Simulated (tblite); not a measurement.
C6H13FGe.
Cartesian coordinates in Å at the GFN2-xTB level; atoms count from 1:
```xyz
21
C6H13FGe angstrom
C     -2.0236   -1.0294    0.0863
C     -1.0893    0.0940   -0.3609
C     -1.7112    1.4577   -0.0810
C      0.2551   -0.0012    0.3419
Ge     1.8033    1.1902   -0.0968
C      2.5444   -0.6165    0.2974
C      1.1619   -1.1828   -0.0276
F      1.1081   -1.3507   -1.4041
H     -2.9861   -0.9404   -0.4125
H     -2.1875   -0.9841    1.1618
H     -1.6009   -2.0004   -0.1596
H     -0.9229   -0.0006   -1.4392
H     -1.9051    1.5750    0.9839
H     -2.6497    1.5710   -0.6183
H     -1.0313    2.2506   -0.3976
H      0.1078   -0.0190    1.4255
H      1.9190    1.6150   -1.5334
H      2.1748    2.3643    0.7841
H      2.7807   -0.7597    1.3495
H      3.3314   -1.0593   -0.3064
H      0.9118   -2.1566    0.4066
```

Level: GFN2-xTB in tblite, geometry and Hessian alike; calculated harmonic values, unscaled, isolated species. This tight-binding method is rough: wavenumbers can miss measured ones by several per cent, in bad cases by 10 to 20. Modes of hydrogen on germanium can be 10 to 20 % off. One conformer, not necessarily the lowest.

Harmonic wavenumbers (cm⁻¹): 53.3, 86.9, 128.4, 172.8, 212.4, 233.2, 279.0, 308.6, 367.9, 408.7, 411.2, 456.0, 482.6, 548.4, 564.4, 637.0, 748.5, 757.7, 802.5, 889.8, 915.3, 949.5, 959.3, 985.7, 997.0, 1012.9, 1093.2, 1114.8, 1149.5, 1160.6, 1172.9, 1194.4, 1229.8, 1249.2, 1290.6, 1317.1, 1351.4, 1404.8, 1417.8, 1431.4, 1489.1, 1495.4, 1502.8, 1507.3, 1880.7, 2000.9, 2915.2, 2924.8, 2939.7, 2982.6, 2999.3, 3017.3, 3018.2, 3022.3, 3030.1, 3038.0, 3042.1.

A = 1991, B = 1102, C = 811.9 MHz; mass 178.021 u (most abundant isotopes); point group C1, symmetry number 1.

Q: What is the zero-point energy?

A: Half the sum of the wavenumbers: 37376 cm⁻¹ = 447.12 kJ/mol.

Q: What is S at 298.15 K and 1 bar for an ideal gas of classical rigid rotors and harmonic oscillators?

A: Translation 173.48, rotation 123.76, vibration 119.26: S = 416.5 J/(mol K).

Q: And Cp and H(298.15 K) − H(0)?

A: Cp = 171.18 J/(mol K), of which vibrations give 137.92 (their classical limit is 57 R = 473.9); H(298.15 K) − H(0) = 29.68 kJ/mol without the zero-point energy, 19.77 from vibrations.

Q: What must be added to the electronic energy to get the Gibbs energy at 298.15 K and 1 bar?

A: ZPE + [H(298.15 K) − H(0)] − T·S = 447.12 + 29.68 − 124.18 = 352.62 kJ/mol.

Q: Blend soft modes into free rotors: weight 1/[1 + (100 cm⁻¹/ν̃)⁴] for the oscillator and the rest for a rotor with moment μB/(μ + B), μ = h/(8π²ν), B = 10⁻⁴⁴ kg m². What vibrational entropy results?

A: 112.28 J/(mol K) in place of 119.26, which changes −T·S at 298.15 K by +2.08 kJ/mol.

Q: Which modes carry the vibrational entropy at 298.15 K?

A: 53.3 cm⁻¹: 19.63; 86.9 cm⁻¹: 15.60; 128.4 cm⁻¹: 12.43; 172.8 cm⁻¹: 10.06; 212.4 cm⁻¹: 8.46; 233.2 cm⁻¹: 7.76 J/(mol K); the other 51 give 45.32 together.

Q: How do the functions run with temperature in this model?

A: 
| T (K) | S (J/(mol K)) | Cp (J/(mol K)) | H − H(0) (kJ/mol) | G − H(0) (kJ/mol) | ln q(vib) |
| --- | --- | --- | --- | --- | --- |
| 150 | 326.1 | 100.5 | 9.59 | -39.32 | 2.53 |
| 250 | 388.5 | 147.9 | 22.00 | -75.11 | 5.09 |
| 400 | 473.5 | 218.4 | 49.56 | -139.84 | 9.12 |
| 600 | 576.9 | 292.2 | 101.07 | -245.09 | 14.58 |
| 900 | 710.1 | 363.2 | 200.29 | -438.76 | 22.47 |

q(vib) and H(0) count from the zero-point level.

Hindered rotation and anharmonicity are outside this model. Other conformers, if any are populated, would add a mixing term that is left out. The structure is chiral; the term R ln 2 for an equal mix with its mirror image is left out.

Hardware: Intel Xeon at 2.50 GHz, one thread, shared host with 64 logical CPUs at a one-minute load of 64. Cost: 2.7 s of wall time. The figure is for the frequency step alone.
